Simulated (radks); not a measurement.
The numbers below are computed, except where a source is named.
Problem. Coherent X-ray form factor from a spherical all-electron density. Code: a radial shooting solver on a logarithmic mesh with Libxc functionals. Model: Dirac Kohn-Sham, LB94 model potential, spin-unpolarised, spherical densities, finite nucleus; Fermi nuclear charge, rms radius of each element as measured or else 0.836 A^(1/3) + 0.57 fm.

| sin(theta)/lambda (1/angstrom) | f0 (electrons) |
|---|---|
| 0.05 | 53.884 |
| 0.1 | 53.537 |
| 0.15 | 52.967 |
| 0.2 | 52.185 |
| 0.25 | 51.206 |
| 0.3 | 50.049 |
| 0.4 | 47.290 |
| 0.5 | 44.097 |
| 0.6 | 40.671 |
| 0.8 | 33.837 |
| 1 | 27.881 |
| 1.25 | 22.334 |
| 1.5 | 18.725 |
| 2 | 14.741 |

The species is in the configuration that NIST lists as its ground one. Which atom or ion scatters so?

Solution. The platinum ion Pt24+, [Kr] 4d10 4f8. Extrapolating in s^2 from the first two rows gives f0(0) = 54.0, near the electron count 54; among species with that count, the fall with angle is slower the higher Z, and the table is that of Z = 78; from so few rows the species is fixed only to a neighbour or two.
